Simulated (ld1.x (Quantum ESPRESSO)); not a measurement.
**u(r) = r·R(r): atom against pseudo-atom (Sr)**

Columns: radius, all-electron u(r) and pseudo u(r) of the 4p shell (level -32.82 eV) of strontium in the configuration [Ar] 3d10 4s2 4p6 4d0 5s0.5 5p0; LDA (PZ), scalar-relativistic, PAW scheme, ld1.x (Quantum ESPRESSO) 7.5.

| r (bohr) | all-electron | pseudo |
| --- | --- | --- |
| 0.168 | 0.0574 | 0.0255 |
| 0.335 | -0.4371 | 0.0977 |
| 0.503 | -0.2674 | 0.2074 |
| 0.670 | 0.1436 | 0.3382 |
| 0.838 | 0.5108 | 0.4740 |
| 1.005 | 0.7494 | 0.5959 |
| 1.172 | 0.8678 | 0.6905 |
| 1.340 | 0.8958 | 0.7484 |
| 1.508 | 0.8641 | 0.7656 |
| 1.675 | 0.7981 | 0.7445 |
| 1.842 | 0.7156 | 0.6931 |
| 2.010 | 0.6272 | 0.6212 |
| 2.178 | 0.5408 | 0.5404 |
| 2.345 | 0.4608 | 0.4611 |
| 2.512 | 0.3888 | 0.3888 |
| 2.680 | 0.3250 | 0.3250 |
| 2.848 | 0.2699 | 0.2699 |
| 3.015 | 0.2231 | 0.2231 |
| 3.182 | 0.1836 | 0.1836 |
| 3.350 | 0.1503 | 0.1503 |
| 3.518 | 0.1226 | 0.1226 |
| 3.685 | 0.0998 | 0.0998 |
| 3.852 | 0.0811 | 0.0811 |
| 4.020 | 0.0656 | 0.0656 |
| 4.188 | 0.0530 | 0.0530 |
| 4.355 | 0.0427 | 0.0427 |

Problem. How many radial nodes do the two functions have?

Solution. The all-electron 4p function has n − l − 1 = 2; the pseudo-wave has 0, since the states of the same l below it are removed with the core.

Problem. At about which radius was the pseudo-wave matched?

Solution. 2.55 bohr. The columns agree to 0.0005 from 2.18 bohr on; several derivatives are matched, so the curves merge somewhat inside the radius.

Problem. Is the pseudo-wave norm-conserving?

Solution. No, it belongs to a PAW set: the norm inside the radius is not constrained, and the difference is carried by the augmentation charge.
